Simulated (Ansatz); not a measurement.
Compare A (`BC(C)C=N`) with its isomer B (`NCC1BC1`).

Gas-phase electronic energies from Ansatz, PBE0-D4/def2-TZVP geometries. CBS: MP2 limit from def2 TZ/QZ plus the TZ coupled-cluster correction, frozen cores. Functionals use def2-TZVPP. B3LYP here is the variant with VWN-RPA as its local correlation; programs differ in this. Each species was taken in one conformer, which may not be the lowest.

Problem. Which is lower in electronic energy at CCSD(T)/CBS, and by how much? (An estimate is asked.)

Solution. Ansatz gave: A, by 65.1 kJ/mol.

Problem. Give E(B) − E(A) in kJ/mol with B2PLYP, CCSD/def2-TZVPP, ωB97M-V, CCSD(T)/def2-TZVPP, B3LYP-D4, HF/def2-TZVPP, PBE0-D4. (Estimate.)

Solution. Ansatz gave: B2PLYP 69.3, CCSD/def2-TZVPP 69.7, ωB97M-V 57.8, CCSD(T)/def2-TZVPP 71.3, B3LYP-D4 69.7, HF/def2-TZVPP 84.1, PBE0-D4 47.9. None reverses the order clearly.

Largest T1 diagnostic: 0.011.

From PBE to PBE0 (25 % exact exchange), in def2-TZVPP and without D4, E(B) − E(A) moves by −4.7 kJ/mol. In def2-TZVPP, CCSD(T) changes the Hartree–Fock value by −12.7 kJ/mol (the triples alone add +1.6 kJ/mol) and MP2 by −22.2 kJ/mol.
